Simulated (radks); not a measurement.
Q: All-electron atom: Si VI in [He] 2s2 2p5. All-electron calculation, Dirac Kohn-Sham, PBEsol, spin-unpolarised, spherical densities, finite nucleus; open shells are shared between the two j in proportion to 2j + 1; Fermi nuclear charge, rms radius 3.1224 fm. Program: a radial shooting solver on a logarithmic mesh with Libxc functionals. Some entries of the table are withheld. Estimate them.

orbital     occ.  eigenvalue (hartree)  r(max) (bohr)
1s1/2          2             -69.37723            (1)
2s1/2          2              -8.45570         0.4470
2p1/2    1.66667                   (2)         0.3754
2p3/2    3.33333                   (3)         0.3770
3s1/2          0                   (4)            (5)

A: 
(1) 1s1/2 r(max) (bohr): 0.07268
(2) 2p1/2 eigenvalue (hartree): -6.91884
(3) 2p3/2 eigenvalue (hartree): -6.89249
(4) 3s1/2 eigenvalue (hartree): -2.49649
(5) 3s1/2 r(max) (bohr): 1.432
